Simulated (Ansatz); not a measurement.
Relaxation of ClH$_{7}$OSi$_{3}$ (12 atoms, charge 0, multiplicity 1), to a largest force component of 0.02 eV/Å in at most 40 steps.

Theory: RKS PBE0-D4/STO-3G in Ansatz 0.2.0.

```xyz
12
Properties=species:S:1:pos:R:3:forces:R:3
Si 0.000 0.000 0.000 -0.35 -0.11 -0.10
O 0.000 0.000 1.680 0.57 0.33 0.90
H -0.909 -0.281 2.017 -0.19 0.01 -0.26
Si 2.094 0.000 -0.739 1.04 0.44 -0.09
H 2.551 -1.376 -0.908 -0.14 0.41 0.05
H 2.157 0.694 -2.022 0.04 -0.26 0.37
H 2.951 0.682 0.226 -0.13 -0.23 -0.37
Cl -1.003 1.738 -0.709 -0.06 0.06 0.00
Si -1.046 -1.812 -0.739 -0.84 -0.69 -0.62
H -1.703 -2.485 0.377 0.17 0.12 -0.35
H -2.045 -1.427 -1.731 0.24 -0.30 0.27
H -0.078 -2.717 -1.351 -0.34 0.21 0.20
```

Q: Where does it end, and by what steps?

A: The forces met the threshold. The force dipped under the threshold on the way, but the program's further checks kept it going. Limits of this set-up: minimal basis. After 22 steps the energy has fallen by 0.184 eV; H10 moved furthest, 1.00 Å.

| step | energy less start (eV) | largest force component (eV/Å) | accepted |
| --- | --- | --- | --- |
| 0 | 0.0000 | 1.038 | yes |
| 1 | -0.0922 | 0.485 | yes |
| 2 | -0.1456 | 0.262 | yes |
| 3 | -0.1515 | 0.154 | yes |
| 4 | -0.1551 | 0.057 | yes |
| 5 | -0.1572 | 0.048 | yes |
| 6 | -0.1639 | 0.059 | yes |
| 7 | -0.1586 | 0.392 | no |
| 8 | -0.1624 | 0.197 | no |
| 9 | -0.1669 | 0.020 | yes |
| 10 | -0.1696 | 0.081 | yes |
| 11 | -0.1706 | 0.118 | yes |
| 12 | -0.1729 | 0.102 | yes |
| 13 | -0.1761 | 0.053 | yes |
| 14 | -0.1781 | 0.145 | yes |
| 15 | -0.1790 | 0.133 | yes |
| 16 | -0.1806 | 0.060 | yes |
| 17 | -0.1818 | 0.031 | yes |
| 18 | -0.1825 | 0.076 | yes |
| 19 | -0.1830 | 0.041 | yes |
| 20 | -0.1834 | 0.015 | yes |
| 21 | -0.1837 | 0.020 | yes |
| 22 | -0.1837 | 0.020 | yes |

```xyz
12
Properties=species:S:1:pos:R:3
Si 0.068 -0.161 0.089
O 0.293 -0.322 1.772
H -0.632 -0.491 2.155
Si 2.125 0.133 -0.792
H 2.912 -1.059 -0.579
H 2.017 0.360 -2.212
H 2.795 1.254 -0.181
Cl -1.047 1.636 -0.227
Si -1.188 -1.808 -0.830
H -2.420 -1.979 -0.096
H -1.496 -1.491 -2.204
H -0.461 -3.055 -0.797
```

Whether the end is a true minimum wasn't checked by a vibrational analysis.

Time of the run: 79 s on 1 thread of Arm Neoverse V1, on a shared host, peak memory 0.13 GiB.
